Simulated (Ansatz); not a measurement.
Computed with Ansatz on PBE0-D4/def2-TZVP structures; ΔE is electronic, products minus reactants. CCSD(T)/CBS is the MP2 limit (def2-TZVPP, def2-QZVPP) plus CCSD(T) − MP2 in def2-TZVPP, frozen cores. Functionals use def2-TZVPP. def2 core potentials past Kr. For In outer-core shells are correlated without core-valence functions, which leaves a few kJ/mol of doubt a bond. Each species was taken in one conformer, which may not be the lowest.

`N[Si@@H]1C[Si@H]1[SiH3]` + `[CH3][In]([OH])[F]` → `[CH3][In]([F])[O][SiH3]` + `N[SiH]1C[SiH2]1`  (cleavage of the Si–Si bond)

`N[Si@@H]1C[Si@H]1[SiH3]`:

Cartesian coordinates in Å:
```
N 2.541 1.367 -0.666
Si 1.319 0.537 0.209
C 0.704 -1.068 -0.511
Si -0.813 0.134 -0.448
Si -2.518 -0.486 1.001
H 2.575 1.255 -1.667
H 2.761 2.318 -0.411
H 1.629 0.556 1.657
H 1.030 -1.331 -1.517
H 0.685 -1.945 0.132
H -1.251 0.537 -1.812
H -1.897 -0.922 2.281
H -3.338 -1.612 0.473
H -3.425 0.661 1.280
```

`[CH3][In]([OH])[F]`:

```xyz
8

C     1.145   -0.711   -0.275
In   -0.420    0.548    0.422
O    -2.303    0.862   -0.077
F    -0.055    1.748    1.918
H     1.376   -0.467   -1.312
H     2.022   -0.547    0.348
H     0.834   -1.753   -0.213
H    -2.600    0.320   -0.812
```

`[CH3][In]([F])[O][SiH3]`:

Z-matrix (Å, degrees):
```
C
In 1 2.119
H 1 1.090 2 108.7
H 1 1.089 2 109.4 3 119.5
H 1 1.088 2 109.1 3 -119.4
F 2 1.946 1 123.8 3 91.7
O 2 1.970 1 130.3 3 -88.2
Si 7 1.625 2 137.9 1 -1.7
H 8 1.489 7 110.7 2 118.5
H 8 1.497 7 111.3 2 -1.2
H 8 1.488 7 110.7 2 -121.0
```

`N[SiH]1C[SiH2]1`:

Z-matrix (Å, degrees):
```
Si
C 1 1.886
Si 1 2.244 2 54.2
N 1 1.712 2 116.3 3 109.1
H 1 1.487 2 113.0 3 -111.0
H 2 1.089 1 116.8 3 -110.0
H 2 1.088 1 118.2 3 112.4
H 3 1.483 1 122.5 2 -100.4
H 3 1.483 1 122.2 2 99.7
H 4 1.006 1 120.2 2 -130.9
H 4 1.007 1 121.3 2 80.3
```

```tsv
level	ΔE (kcal/mol)	difference from CCSD(T)/CBS
PBE-D4	-14.6	7.4
r2SCAN0-D4	-21.1	0.9
CAM-B3LYP-D4	-23.8	-1.8
PBE-QIDH	-21.2	0.8
r2SCAN0	-21.3	0.7
BHLYP	-25.7	-3.7
CAM-B3LYP	-24.3	-2.3
RPA@PBE/def2-TZVPP	-22.2	-0.2
HF/def2-SVP	-29.3	-7.3
HF/def2-TZVPP	-30.3	-8.3
CCSD/def2-TZVPP	-23.4	-1.4
CCSD(T)/def2-TZVPP	-22.1	-0.1
MP2/def2-QZVPP	-23.4	-1.4
HF/CBS(def2)	-30.8	-8.8
MP2/CBS(def2)	-23.2	-1.2
CCSD/CBS(def2)	-23.3	-1.3
CCSD(T)/CBS	-22.0	0
```

Largest T1 diagnostic among the species: 0.016.

At CCSD(T), def2-SVP lies −0.8 kcal/mol from the extrapolated value and def2-TZVPP −0.1 kcal/mol. Leaving LDA and LC-ωPBE aside and taking each functional with its dispersion term where it has one, the values, not all of them listed here, spread over 10.8 kcal/mol, from BHLYP-D4 to revPBE-D4. LDA lies −0.9 kcal/mol from PBE without D4.
